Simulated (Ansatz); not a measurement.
A run for Ansatz (an electronic-structure program): U-PBE/def2-TZVPP on H5InSi (SMILES [SiH3][InH2]), a point of a bond scan (R = 1.390 Å). Elements past Kr take the def2 small-core potentials; no spin–orbit coupling.

Ansatz 0.2 input:
```yaml
crystal:
  periodic: [false, false, false]
  atoms:
    - {symbol: In, position_ang: [-0.32667194, -0.55207065, 0.06665595]}
    - {symbol: H, position_ang: [0.05192958, -1.47395307, 1.03588416]}
    - {symbol: H, position_ang: [-1.69916802, -0.94453524, -0.92206221]}
    - {symbol: Si, position_ang: [0.98424778, 1.66633835, -0.20679277]}
    - {symbol: H, position_ang: [0.75722458, 2.53069909, 0.98114900]}
    - {symbol: H, position_ang: [0.57858736, 2.43360543, -1.41049999]}
    - {symbol: H, position_ang: [2.44423217, 1.40737952, -0.29782067]}
basis:
  gaussian:
    orbitals: def2-TZVPP
hamiltonian:
  xc: {name: PBE}
magnetization: {spin_polarized: true, initial_magnetization: 0}
```

It printed:

```
WARN ansatz: RAYON_NUM_THREADS=1 ignored (pool sized by the plan → 1); use --threads N
Functional definition: PBE
integrals: 0.07 GiB planned
971 factors; their error is unknown
mean field: 0.64 GiB planned
mean field evaluation 1: about -13124.6556 eV, gradient 1.9e1 eV
mean field evaluation 2: about -13125.1215 eV, gradient 1.8e1 eV
mean field evaluation 4: about -13126.8386 eV, gradient 6.4e-1 eV
mean field evaluation 8: about -13126.8187 eV, gradient 1.6e-1 eV
mean field evaluation 16: about -13126.8187 eV, gradient 1.7e-5 eV
mean field -13126.81873801 eV, -482.4016909445 hartree, gradient 1.7e-5 eV, S^2 0.000000; 0 other end points of the search recorded, 0 dependent functions left out
reference -13126.81879553 eV, -482.4016930584 hartree; 20, 20 occupied and 142, 142 virtual orbitals, 971 factors
Total energy: -13126.81879553 eV, -482.4016930584 hartree
```

Self-consistency was reached.

Cost: around 4 core-seconds (rough).
